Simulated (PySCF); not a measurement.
Species: octahydroindole, C8H15N.
Structure used (PBE0-D3(BJ)/def2-SVP), in Å, numbered top down from 1:
```
atom  x, y, z in Å
C1     2.1003    0.9805    0.7593
C2     2.4551   -0.5015    0.7233
C3     1.1930   -1.3544    0.7720
C4     0.2351   -1.0389   -0.3851
N5    -1.1024   -1.5764   -0.2290
C6    -1.8748   -0.6834    0.6316
C7    -1.1321    0.6647    0.5731
C8    -0.0548    0.4629   -0.5003
C9     1.1812    1.3520   -0.4000
H10    1.6084    1.2090    1.7216
H11    3.0109    1.6001    0.7282
H12    3.0131   -0.7212   -0.2056
H13    3.1280   -0.7601    1.5567
H14    1.4435   -2.4288    0.7530
H15    0.6737   -1.1760    1.7306
H16    0.6858   -1.4131   -1.3228
H17   -1.1117   -2.5423    0.0829
H18   -1.9504   -1.0367    1.6786
H19   -2.9102   -0.5946    0.2590
H20   -1.7992    1.5046    0.3299
H21   -0.6714    0.8975    1.5457
H22   -0.5275    0.6199   -1.4836
H23    1.7516    1.2610   -1.3412
H24    0.8769    2.4099   -0.3313
```

The closed-shell ground state was solved at several levels (PySCF, density fitting, gas phase, non-relativistic).

| level | basis functions | total energy (Eh) | HOMO (eV) | LUMO (eV) | gap (eV) | dipole (D) |
| --- | --- | --- | --- | --- | --- | --- |
| PBE0/pcSseg-1 | 228 | -368.1483 | -6.00 | 1.30 | 7.30 | 1.03 |
| CAM-B3LYP/def2-SVPD | 300 | -368.1823 | -7.49 | 1.35 | 8.84 | 1.07 |

(1) What might wB97X-D/pcSseg-1 (228 basis functions) give for the same quantities?

(2) Over all these levels, which gives the widest orbital gap and which the narrowest?

(3) How far do the dipole and the HOMO energy spread over the levels?

Answers

(1) Total energy -368.4699 Eh, HOMO -7.91 eV, LUMO 3.11 eV, gap 11.02 eV, dipole 1.05 D.

(2) wB97X-D/pcSseg-1 (range-separated hybrid) has the widest, 11.02 eV, and PBE0/pcSseg-1 (global hybrid, 25 % exact exchange) the narrowest, 7.30 eV. The two share the basis. From the narrowest to the widest the HOMO moves by -1.91 eV and the LUMO by +1.81 eV.

(3) The dipole runs from 1.03 to 1.07 D (mean 1.05 D) and the HOMO from -7.91 to -6.00 eV.

One conformer stands for the species.

wB97X-D is run here without its empirical dispersion term; that term would change no orbital, density or response property at a fixed geometry.
